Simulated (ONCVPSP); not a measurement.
# Building the ONCV potential for Bi (Z = 83) (PBE, scalar-relativistic).

The input file (ONCVPSP 4.0.1):

```
# ATOM AND REFERENCE CONFIGURATION
# atsym  z   nc   nv     iexc    psfile
  Bi 83.00   10    5        4      upf
#
#   n    l    f
    1    0    2.00
    2    0    2.00
    2    1    6.00
    3    0    2.00
    3    1    6.00
    3    2   10.00
    4    0    2.00
    4    1    6.00
    4    2   10.00
    4    3   14.00
    5    0    2.00
    5    1    6.00
    5    2   10.00
    6    0    2.00
    6    1    3.00
#
# PSEUDOPOTENTIAL AND OPTIMIZATION
# lmax
    2
#
#   l,   rc,      ep,       ncon, nbas, qcut
    0    1.30    0.00    4    7   10.00
    1    1.70    0.00    4    7    6.40
    2    1.70    0.00    3    8    9.90
#
# LOCAL POTENTIAL
# lloc, lpopt,  rc(5),   dvloc0
    4    3    0.90    2.00
#
# VANDERBILT-KLEINMAN-BYLANDER PROJECTORs
# l, nproj, debl
    0    2    1.30
    1    2    2.80
    2    2    1.30
#
# MODEL CORE CHARGE
# icmod, fcfact, rcfact
    2    0.30    0.70
#
# LOG DERIVATIVE ANALYSIS
# epsh1, epsh2, depsh
   -7.00    5.00    0.04
#
# OUTPUT GRID
# rlmax, drl
    6.00    0.01
#
# TEST CONFIGURATIONS
# ncnf
    4
# nvcnf
#   n    l    f
    5
    5    0    2.00
    5    1    6.00
    5    2   10.00
    6    0    2.00
    6    1    2.00
#
    5
    5    0    2.00
    5    1    6.00
    5    2   10.00
    6    0    2.00
    6    1    1.00
#
    5
    5    0    2.00
    5    1    6.00
    5    2   10.00
    6    0    2.00
    6    1    0.00
#
    5
    5    0    2.00
    5    1    5.00
    5    2   10.00
    6    0    2.00
    6    1    3.00
#
```

Command:

```bash
oncvpsp.x < Bi.dat > Bi.out
```

The program printed (shortened: citation, most of the input echo, consistency checks and plot data are left out):

```
ONCVPSP  (Optimized Norm-Conservinng Vanderbilt PSeudopotential)
scalar-relativistic version 4.0.1

#   n    l    f        energy (Ha)
    1    0    2.00    -3.3327542E+03
    2    0    2.00    -5.9879428E+02
    2    1    6.00    -5.1208138E+02
    3    0    2.00    -1.4454215E+02
    3    1    6.00    -1.1977608E+02
    3    2   10.00    -9.4941820E+01
    4    0    2.00    -3.3177485E+01
    4    1    6.00    -2.5065335E+01
    4    2   10.00    -1.5804416E+01
    4    3   14.00    -5.6076719E+00
    5    0    2.00    -5.7986858E+00
    5    1    6.00    -3.5227282E+00
    5    2   10.00    -9.9525491E-01
    6    0    2.00    -5.3201880E-01
    6    1    3.00    -1.6798113E-01

Reference configufation results
  iterations    22
  all-electron total energy (Ha)   -2.15307709D+04

Begin loop to  construct optimized pseudo wave functions
and semi-local pseudopoentials for all angular momenta

Calculating optimized projector #   1

 for l=   0

    Fraction of norm inside rc  0.949145
    Optimizing pswf for qcut=  10.00 a_B^-1,  ecut=  50.02 Ha
    Residual kinetic energy error=  3.03D-06 Ha

    Energy error per electron        Cutoff
         Ha          eV             Ha
         0.01000     0.27211       30.70
         0.00100     0.02721       37.65
         0.00010     0.00272       42.82
         0.00001     0.00027       47.64

Calculating optimized projector #   2

 for l=   0

    Fraction of norm inside rc  0.086169
    Optimizing pswf for qcut=  10.00 a_B^-1,  ecut=  50.02 Ha
    Residual kinetic energy error=  7.17D-06 Ha

    Energy error per electron        Cutoff
         Ha          eV             Ha
         0.01000     0.27211       28.81
         0.00100     0.02721       37.31
         0.00010     0.00272       43.61
         0.00001     0.00027       49.24

Calculating optimized projector #   1

 for l=   1

    Fraction of norm inside rc  0.977858
    Optimizing pswf for qcut=   6.41 a_B^-1,  ecut=  20.52 Ha
    Residual kinetic energy error=  1.96D-04 Ha

    Energy error per electron        Cutoff
         Ha          eV             Ha
         0.01000     0.27211       15.22
         0.00100     0.02721       18.35
         0.00010     0.00272       24.84
         0.00001     0.00027       48.61

Calculating optimized projector #   2

 for l=   1

    Fraction of norm inside rc  0.080341
    Optimizing pswf for qcut=   6.41 a_B^-1,  ecut=  20.52 Ha
    Residual kinetic energy error=  3.33D-05 Ha

    Energy error per electron        Cutoff
         Ha          eV             Ha
         0.01000     0.27211       12.13
         0.00100     0.02721       16.01
         0.00010     0.00272       19.13
         0.00001     0.00027       30.59

   Wellstate for l =  2  n =  6
     eigenvalue =   0.3047
     asymptotic potential =   0.8047
     half-point radius =  5.1281

Calculating optimized projector #   1

 for l=   2

    Fraction of norm inside rc  0.850019
    Optimizing pswf for qcut=   9.91 a_B^-1,  ecut=  49.06 Ha
    Residual kinetic energy error=  2.90D-09 Ha

    Energy error per electron        Cutoff
         Ha          eV             Ha
         0.01000     0.27211       22.05
         0.00100     0.02721       28.05
         0.00010     0.00272       33.10
         0.00001     0.00027       37.49

Calculating optimized projector #   2

 for l=   2

    Fraction of norm inside rc  0.049697
    Optimizing pswf for qcut=   9.91 a_B^-1,  ecut=  49.06 Ha
    Residual kinetic energy error=  3.68D-10 Ha

    Energy error per electron        Cutoff
         Ha          eV             Ha
         0.01000     0.27211       16.67
         0.00100     0.02721       23.22
         0.00010     0.00272       29.13
         0.00001     0.00027       34.00

Construct Vanderbilt / Kleinmman-Bylander projectors

B matrix Hermiticity error, ll=   0
   1   2    1.4462E-03

  Orthonormal projector coefficients  2.1042E+01  3.2629E+00

B matrix Hermiticity error, ll=   1
   1   2    5.3591E-04

  Orthonormal projector coefficients  1.1039E+01  1.7307E+00

B matrix Hermiticity error, ll=   2
   1   2    1.5278E-04

  Orthonormal projector coefficients  7.5635E+00  1.0531E+00

Model core correction analysis
  based on d2Exc/dn_idn_j

d2excae - all-electron derivatives

   -3.180196D-02   -2.741895D-02   -1.682011D-02   -2.395930D-03
   -1.272939D-03
   -2.741900D-02   -2.675467D-02   -1.976401D-02   -3.158297D-03
   -1.273500D-03
   -1.682018D-02   -1.976404D-02   -2.035806D-02   -8.588053D-03
   -3.337406D-03
   -2.395893D-03   -3.158166D-03   -8.587696D-03   -2.269409D-02
   -1.676954D-02
   -1.272949D-03   -1.273472D-03   -3.337162D-03   -1.676871D-02
   -2.103657D-02

d2excps - pseudofunction derivatives with no core correction

   -4.462310D-02   -3.689923D-02   -2.091594D-02   -3.974028D-03
   -1.965557D-03
   -3.689976D-02   -3.256552D-02   -2.191924D-02   -4.492838D-03
   -1.780823D-03
   -2.091635D-02   -2.191935D-02   -2.158537D-02   -9.052994D-03
   -3.500302D-03
   -3.974139D-03   -4.492767D-03   -9.052632D-03   -2.290665D-02
   -1.687234D-02
   -1.965636D-03   -1.780821D-03   -3.500058D-03   -1.687152D-02
   -2.107927D-02

rms 2nd derivative error    4.160916E-03

amplitude prefactor, scale prefactor
    9.2293    1.1925

d2excps - pseudofunction derivatives with core correction

   -3.005518D-02   -2.640851D-02   -1.754438D-02   -2.273321D-03
   -1.143346D-03
   -2.640858D-02   -2.512869D-02   -1.962926D-02   -3.257438D-03
   -1.186051D-03
   -1.754445D-02   -1.962926D-02   -2.091654D-02   -8.659627D-03
   -3.309416D-03
   -2.273279D-03   -3.257306D-03   -8.659266D-03   -2.270254D-02
   -1.677498D-02
   -1.143351D-03   -1.186019D-03   -3.309171D-03   -1.677416D-02
   -2.103260D-02

rms 2nd derivative error    6.081101E-04

Pseudoatom total energy -217.044911

Diagnostic tests using Vanderbilt-Kleinman-Bylander pseudopotentials
  1 or more projectors used as specified by nproj input data

   l    rcore       rmatch      e in        delta e   norm test  slope test

   0   1.3066050   1.3462763  -5.7986858   0.0000100   1.0003672   1.0003505
   0   1.3066050   1.3462763  -0.5320188   0.0000212   1.0000932   1.0000743

   1   1.7000256   1.7516421  -3.5227282   0.0000052   1.0002790   1.0002644
   1   1.7000256   1.7516421  -0.1679811   0.0000060   1.0000480   1.0000358

   2   1.7000256   1.7516421  -0.9952549  -0.0000021   1.0001698   1.0001872
   2   1.7000256   1.7516421   0.3047451   0.0000209   1.0003679   1.0003679

 Testing for bound ghosts
   n   l    E NL Schr. Eq   E Basis Diag.   E Cutoff

   1   0       -5.798676       -5.798675    111.72
   2   0       -0.531998       -0.482849    111.72

   2   1       -3.522723       -3.522716     78.04
   3   1       -0.167975       -0.125579     78.04

   3   2       -0.995257       -0.995202    119.60

 Testing for highly-localized positive-energy ghosts
       l    <radius>/rc     E Basis Diag.   E Cutoff

       0        0.422500        9.621970    111.72  WARNING - GHOST(+)

Test configuration 0

   n   l     f        eae           eps        diff
   1   0  2.0000-3332.75421798
   2   0  2.0000 -598.79428078
   2   1  6.0000 -512.08138403
   3   0  2.0000 -144.54214705
   3   1  6.0000 -119.77607724
   3   2 10.0000  -94.94182022
   4   0  2.0000  -33.17748489
   4   1  6.0000  -25.06533529
   4   2 10.0000  -15.80441584
   4   3 14.0000   -5.60767186
   5   0  2.0000   -5.79868576   -5.79867574    1.00D-05
   5   1  6.0000   -3.52272823   -3.52272305    5.18D-06
   5   2 10.0000   -0.99525491   -0.99525697   -2.07D-06
   6   0  2.0000   -0.53201880   -0.53199764    2.12D-05
   6   1  3.0000   -0.16798113   -0.16797516    5.97D-06

    Total energies and differences
      AE_ref= -2.15307709D+04  AE_tst= -2.15307709D+04  dif=  0.00D+00
      PS_ref= -2.17044911D+02  PS_tst= -2.17044911D+02  dif= -3.61D-12
      PSP excitation error=  3.61D-12

Test configuration 1

   n   l     f        eae           eps        diff
   1   0  2.0000-3333.05543613
   2   0  2.0000 -599.09456519
   2   1  6.0000 -512.38174460
   3   0  2.0000 -144.84215052
   3   1  6.0000 -120.07608831
   3   2 10.0000  -95.24180094
   4   0  2.0000  -33.47732570
   4   1  6.0000  -25.36515734
   4   2 10.0000  -16.10420016
   4   3 14.0000   -5.90741012
   5   0  2.0000   -6.09791913   -6.09820927   -2.90D-04
   5   1  6.0000   -3.82194559   -3.82215026   -2.05D-04
   5   2 10.0000   -1.29325378   -1.29324910    4.68D-06
   6   0  2.0000   -0.81253368   -0.81252097    1.27D-05
   6   1  2.0000   -0.42038539   -0.42038557   -1.74D-07

    Total energies and differences
      AE_ref= -2.15307709D+04  AE_tst= -2.15304800D+04  dif=  2.91D-01
      PS_ref= -2.17044911D+02  PS_tst= -2.16753978D+02  dif=  2.91D-01
      PSP excitation error= -1.30D-04

Test configuration 2

   n   l     f        eae           eps        diff
   1   0  2.0000-3333.40610918
   2   0  2.0000 -599.44336830
   2   1  6.0000 -512.73069052
   3   0  2.0000 -145.19035973
   3   1  6.0000 -120.42431021
   3   2 10.0000  -95.58997175
   4   0  2.0000  -33.82515042
   4   1  6.0000  -25.71293290
   4   2 10.0000  -16.45189017
   4   3 14.0000   -6.25499593
   5   0  2.0000   -6.44427639   -6.44518321   -9.07D-04
   5   1  6.0000   -4.16807317   -4.16871528   -6.42D-04
   5   2 10.0000   -1.63658387   -1.63658483   -9.67D-07
   6   0  2.0000   -1.12842244   -1.12844935   -2.69D-05
   6   1  1.0000   -0.70538934   -0.70542494   -3.56D-05

    Total energies and differences
      AE_ref= -2.15307709D+04  AE_tst= -2.15299197D+04  dif=  8.51D-01
      PS_ref= -2.17044911D+02  PS_tst= -2.16193365D+02  dif=  8.52D-01
      PSP excitation error= -4.13D-04

Test configuration 3

   n   l     f        eae           eps        diff
   1   0  2.0000-3333.79630808
   2   0  2.0000 -599.83066026
   2   1  6.0000 -513.11819751
   3   0  2.0000 -145.57669255
   3   1  6.0000 -120.81066066
   3   2 10.0000  -95.97625210
   4   0  2.0000  -34.21082918
   4   1  6.0000  -26.09852509
   4   2 10.0000  -16.83734096
   4   3 14.0000   -6.64027407
   5   0  2.0000   -6.82744064   -6.82934367   -1.90D-03
   5   1  6.0000   -4.55066436   -4.55202377   -1.36D-03
   5   2 10.0000   -2.01443891   -2.01448290   -4.40D-05
   6   0  2.0000   -1.46991859   -1.47003957   -1.21D-04

    Total energies and differences
      AE_ref= -2.15307709D+04  AE_tst= -2.15290619D+04  dif=  1.71D+00
      PS_ref= -2.17044911D+02  PS_tst= -2.15335029D+02  dif=  1.71D+00
      PSP excitation error= -9.12D-04

Test configuration 4

   n   l     f        eae           eps        diff
   1   0  2.0000-3333.43719100
   2   0  2.0000 -599.45086450
   2   1  6.0000 -512.73984905
   3   0  2.0000 -145.18825482
   3   1  6.0000 -120.42232868
   3   2 10.0000  -95.58772485
   4   0  2.0000  -33.81703437
   4   1  6.0000  -25.70399589
   4   2 10.0000  -16.44153283
   4   3 14.0000   -6.24165623
   5   0  2.0000   -6.38389950   -6.39302058   -9.12D-03
   5   1  5.0000   -4.08400466   -4.09215066   -8.15D-03
   5   2 10.0000   -1.50244629   -1.50266571   -2.19D-04
   6   0  2.0000   -0.90213770   -0.90224078   -1.03D-04
   6   1  3.0000   -0.47319859   -0.47351548   -3.17D-04

    Total energies and differences
      AE_ref= -2.15307709D+04  AE_tst= -2.15269779D+04  dif=  3.79D+00
      PS_ref= -2.17044911D+02  PS_tst= -2.13243633D+02  dif=  3.80D+00
      PSP excitation error= -8.33D-03
```

The run took about 4.8 s on one core of a shared server CPU.
